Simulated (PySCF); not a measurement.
A structure optimised at B3LYP-D3(BJ)/def2-SVP, used in a PySCF frequency run:

```
S
C 1 1.8390
H 2 1.0984 1 106.64
H 2 1.0997 3 108.84 1 -120.17
H 2 1.0997 3 108.84 4 -119.66
Si 1 2.1496 2 99.57 3 180.00
H 6 1.4880 1 106.07 2 180.00
H 6 1.4934 7 110.03 1 120.64
H 6 1.4934 7 110.03 8 118.73
```

Question: Write its SMILES, formula and point group.

Answer: CS[SiH3], CH6SSi, Cs

Question: What are its rotational constants (standard atomic weights)?

Answer: 13.728, 4.1587, 3.3874 GHz
